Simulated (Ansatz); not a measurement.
Stepwise reaction of `NB(O[SiH3])O[SiH3]` with water, as a gas-phase model of exchange steps in deposition or etching. ΔE in kJ/mol.

Program: Ansatz. Geometries: PBE0-D4/def2-TZVP. ΔE: electronic, gas phase. CBS: MP2 limit from def2 TZ/QZ plus the TZ coupled-cluster correction, frozen cores. This one scheme is used for every species. DFT in def2-TZVPP. B3LYP here is the variant with VWN-RPA as its local correlation; programs differ in this. Each species was taken in one conformer, which may not be the lowest.

```csv
step,reaction,PBE-D4,B3LYP-D4,ωB97M-V,CCSD(T)/CBS
1,`NB(O[SiH3])O[SiH3]` + H₂O → `NB(O)O[SiH3]` + `O[SiH3]`,3.7,8.2,3.7,7.1
```

(1) Give the row of step 2, `NB(O)O[SiH3]` + H₂O → `NB(O)O` + `O[SiH3]`. (Estimate.)

(2) By hand: ΔE of the 2 steps together at CCSD(T)/CBS.

Results:

(1) The calculation gave: 
```
step                                     reaction  PBE-D4  B3LYP-D4  ωB97M-V  CCSD(T)/CBS
   2  `NB(O)O[SiH3]` + H₂O → `NB(O)O` + `O[SiH3]`     3.4       7.1      5.0          9.2
```

(2) (7.1) + (9.2) = 16.3 kJ/mol, or 8.1 kJ/mol a step.

In ΔE the steps differ by no more than 2.1 kJ/mol. All are uphill at CCSD(T)/CBS. PBE-D4 differs from CCSD(T)/CBS by -5.8 to -3.4 kJ/mol a step. Isolated molecules leave out the surface, adducts and barriers. Largest T1 diagnostic: 0.012.
